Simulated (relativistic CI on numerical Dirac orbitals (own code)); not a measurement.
**Dy⁺: what numerical and physical settings do to a radial Dirac CI calculation**

Reference input:

```
atom Dy  Z=66  charge=1  electrons=65
nucleus A=164  rms_radius_fm=5.2218
hamiltonian dirac-coulomb  breit=on  qed=on  c_scale=1
orbitals kli  potential=per-configuration
slater_scale 1
correlation none
mixing on
grid step=0.0125 r_max=129.7
scf mixing=0.4 start=green max_iterations=150 tolerance=2e-08 node_fill=0.05
configurations
  [Xe] 4f10 6s
  [Xe] 4f9 6s2
  [Xe] 4f11
end
```

Computed lowest total energy -12142.26824 Ha, first excitation 3428.4 cm⁻¹, 46 SCF steps. Runs with settings changed; * marks those that are bad on purpose:

| Changed | Outcome | Lowest level | ΔE (Ha) | First excitation (cm⁻¹) | SCF steps | Message |
| --- | --- | --- | --- | --- | --- | --- |
| nuclear radius 6.7883 fm | converged | 4f9.6s2 6H°_15/2 | 0.614 | 3428.5 | 46 |  |
| SCF tolerance 0.0001 | converged | 4f9.6s2 6H°_15/2 | -9.52e-06 | 3428.3 | 36 |  |
| node fill of the KLI weights 0.5 | converged | 4f9.6s2 6H°_15/2 | 0.0828 | 3918.3 | 53 |  |
| start potential previous, node fill of the KLI weights 0.01 | converged | 4f9.6s2 6H°_15/2 | 0.00347 | 3370.4 | 49 |  |
| configuration list: extra electron * | refused |  |  |  | 0 | configuration [Xe] 4f11 7s has 66 electrons, the ion has 65 |
| grid step 0.6 * | refused |  |  |  | 0 | the grid has 32 points, outside 40 to 4096 |

With so few configurations and no correlation the model can put configurations in the wrong order; the tabulated ground configuration is [Xe] 4f10 6s.
